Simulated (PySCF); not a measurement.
Atoms are numbered as in `[CH3:1][CH:2]([CH3:3])[C@@H:4]1[CH2:5][O:6][CH2:7][Si@H:8]([Cl:9])[O:10]1` (H(Xn): hydrogen on atom n). Ha(C5), Ha(C7) are cis to C2 on the ring; Hb(C5), Hb(C7) are trans to C2 on the ring.

- σ from GIAO-PBE0/pcSseg-1
- structure optimised with GFN2-xTB
- code: PySCF 2.14.0 with density-fitted response routines
- isolated molecule, relativity neglected, a single conformation, one averaged value for each set of equivalent atoms

**Question.** List the cross peaks expected in HSQC, COSY and HMBC spectra.

**Answer.** 

HSQC (one-bond C–H):
```tsv
δH	δC
4.05 (Hb(C5))	76.4 (C5)
3.79 (Hb(C7))	66.6 (C7)
3.60 (H(C4))	84.7 (C4)
3.45 (Ha(C7))	66.6 (C7)
3.19 (Ha(C5))	76.4 (C5)
1.43 (H(C2))	36.7 (C2)
1.13 (H(C1))	21.6 (C1)
0.79 (H(C3))	19.5 (C3)
```

COSY cross peaks (H two or three bonds apart, from the bond graph; peaks can be absent where the dihedral angle is near 90°):
```tsv
δH	δH
5.44 (H(Si8))	3.79 (Hb(C7))
5.44 (H(Si8))	3.45 (Ha(C7))
4.05 (Hb(C5))	3.60 (H(C4))
4.05 (Hb(C5))	3.19 (Ha(C5))
3.79 (Hb(C7))	3.45 (Ha(C7))
3.60 (H(C4))	3.19 (Ha(C5))
3.60 (H(C4))	1.43 (H(C2))
1.43 (H(C2))	1.13 (H(C1))
1.43 (H(C2))	0.79 (H(C3))
```

HMBC (two and three bonds, from the bond graph):
```tsv
δH	δC
5.44 (H(Si8))	84.7 (C4), 66.6 (C7)
4.05 (Hb(C5))	84.7 (C4), 66.6 (C7), 36.7 (C2)
3.79 (Hb(C7))	76.4 (C5)
3.60 (H(C4))	76.4 (C5), 36.7 (C2), 21.6 (C1), 19.5 (C3)
3.45 (Ha(C7))	76.4 (C5)
3.19 (Ha(C5))	84.7 (C4), 66.6 (C7), 36.7 (C2)
1.43 (H(C2))	84.7 (C4), 76.4 (C5), 21.6 (C1), 19.5 (C3)
1.13 (H(C1))	84.7 (C4), 36.7 (C2), 19.5 (C3)
0.79 (H(C3))	84.7 (C4), 36.7 (C2), 21.6 (C1)
```

References, each an isolated molecule treated in the same way: 1H (σref 31.72) and 13C (σref 186.93) against TMS.

Short H···H contacts in this conformer between protons four or more bonds apart (candidates for NOE cross peaks, intensity ∝ r⁻⁶): H(C3)···Hb(C5) 2.24 Å, Ha(C5)···Ha(C7) 2.38 Å, H(C1)···H(C3) 2.46 Å, H(C2)···Ha(C5) 2.55 Å, H(C1)···H(C4) 2.56 Å, H(C3)···H(C4) 2.57 Å.

Shifts are as computed. Against solution values, carbons near 30 ppm lie about +3 ppm off and those near 130 ppm about +5 ppm. Of 1211 compounds with measured shifts, 218 miss one by over three times the rms of a fit or turn the order of signals round; such compounds aren't used in these exercises.
